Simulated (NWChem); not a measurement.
# CHF, singlet; SMILES [CH]F

All runs: NWChem. Low-valent species are run as closed-shell singlets; no triplet was tried in these runs. Structure relaxed at the PBE0-D3(BJ)/def2-TZVP level. Total energies compare along this basis series because the functional is fixed.

```
level              basis functions  energy (Ha)  highest occupied level (eV)  orbital gap (eV)  dipole (D)
-----------------  ---------------  -----------  ---------------------------  ----------------  ----------
B3LYP/cc-pVDZ                   33    -138.4110                        -6.65              3.97        1.42
B3LYP/aug-cc-pVDZ               55    -138.4256                        -7.09              3.93        1.51
B3LYP/cc-pVTZ                   74    -138.4613                          [?]              3.99        1.46
B3LYP/aug-cc-pVTZ              115    -138.4648                        -7.11              3.96        1.50
B3LYP/cc-pVQZ                  140    -138.4737                        -7.05              3.99        1.47
```

Q: Complete the blanks.

A: 
- B3LYP/cc-pVTZ, highest occupied level (eV): -6.96
